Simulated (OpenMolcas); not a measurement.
# Cu6+, Ag6+, Au6+: d⁵ down the group

- Program: OpenMolcas
- Method: SS-CASPT2, IPEA 0.25 Eh, imaginary shift 0.1 Eh
- Basis: ANO-R2
- Scalar Hamiltonian: X2C, finite nucleus
- Spin-orbit coupling: state interaction with AMFI integrals over the reference wave functions, term energies averaged over their components

Active space for each ion: 5 electrons in 10 orbitals (d d); closed shells correlated by CASPT2: Cu6+ 3s 3p; Ag6+ 4s 4p; Au6+ 5s 5p.

Computed levels in cm-1 above ⁶S_5/2:

| Level | Cu6+ | Ag6+ | Au6+ |
| --- | --- | --- | --- |
| ⁴G_7/2 | 48450 | 32020 | 27700 |
| ⁴G_11/2 | 48540 | 32350 | 29860 |
| ⁴G_9/2 | 48550 | 32510 | 31410 |
| ⁴P_1/2 | 53870 | 36440 | 33370 |
| ⁴D_7/2 | 57930 | 38250 | 38240 |
| ⁴D_1/2 | 58240 | 40310 | 44580 |
| ²I_11/2 | 70720 | 46690 | 44880 |
| ²I_13/2 | 71040 | 48140 | 49910 |
| ²F_7/2(1) | 78190 | 55660 | 64640 |
| weight of ⁶S in the lowest level (%) | 100 | 98 | 78 |

Mixed levels, with the weight of the term that names them: Ag6+ ⁴P_1/2 (67 %), Ag6+ ⁴D_1/2 (68 %), Ag6+ ²F_7/2(1) (54 %), Au6+ ⁴G_7/2 (57 %), Au6+ ⁴G_11/2 (71 %), Au6+ ⁴P_1/2 (59 %), Au6+ ⁴D_7/2 (54 %), Au6+ ⁴D_1/2 (67 %), Au6+ ²I_11/2 (68 %), Au6+ ²F_7/2(1) (56 %).

Measured, with the error of the calculation in %. Measured levels: Cu6+, Ag6+ from the list in Gamrath, thesis, University of Mons (2023).

```
    Level          Cu6+          Ag6+
   ⁴G_7/2                30378 (+5.4)
  ⁴G_11/2                30662 (+5.5)
   ⁴G_9/2                30907 (+5.2)
   ⁴P_1/2  51407 (+4.8)  34605 (+5.3)
   ⁴D_7/2  55742 (+3.9)  36485 (+4.8)
   ⁴D_1/2  56210 (+3.6)  38685 (+4.2)
  ²I_11/2  67757 (+4.4)  44011 (+6.1)
  ²I_13/2  67918 (+4.6)  45546 (+5.7)
²F_7/2(1)  74408 (+5.1)
```

Without spin-orbit coupling ⁴G lies 48490, 32230, 28950 cm-1 above ⁶S in that order; the difference to the level ⁴G_7/2, of either sign, comes from spin-orbit coupling, which also lowers the zero.

Term energies are means over components that CASPT2 splits; among the terms shown or strongly mixed into the levels shown the widest spread is 170 cm-1 (3d⁵ ²I, Cu6+). Active for correlation alone: 4d; no level in the range computed is led by a configuration that fills it, so any true level of that kind is missing (holds for Cu6+). Active for correlation alone: 5d; no level in the range computed is led by a configuration that fills it, so any true level of that kind is missing (holds for Ag6+). Active for correlation alone: 6d; no level in the range computed is led by a configuration that fills it, so any true level of that kind is missing (holds for Au6+). Computed and measured levels are paired by configuration, term and J; levels that our copy of the source lacks, or whose pairing is in doubt (as where it misses far off the trend of its configuration), stay unpaired and out of the deviations. Only configurations of the active space appear.

A number in round brackets counts repeated terms of one configuration in the order of the reference energies.
